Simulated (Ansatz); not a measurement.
Two spin states of Si$_{2}$-, each at its own minimum; 2S+1 = 2, 4 were tried, and our sources give no spin for the ground state.

```csv
level,energy of the multiplicity-4 state above the multiplicity-2 state (kcal/mol),minus CCSD(T)/def2-TZVPP
PBE0/def2-TZVPP,30.74,-5.47
wB97X-V/def2-TZVPP,34.34,-1.88
CCSD/def2-TZVPP,30.33,-5.89
CCSD(T)/def2-TZVPP,36.22,0.00
```

 The comparison column counts from a level with limits of its own.

The rows run from 30.33 (CCSD/def2-TZVPP) to 36.22 kcal/mol (CCSD(T)/def2-TZVPP).

Each state is the lowest solution found for its spin in def2 and cc sets.

Correlated levels freeze the cores.

Programs: Ansatz (an electronic-structure program) with Gaussian orbitals.
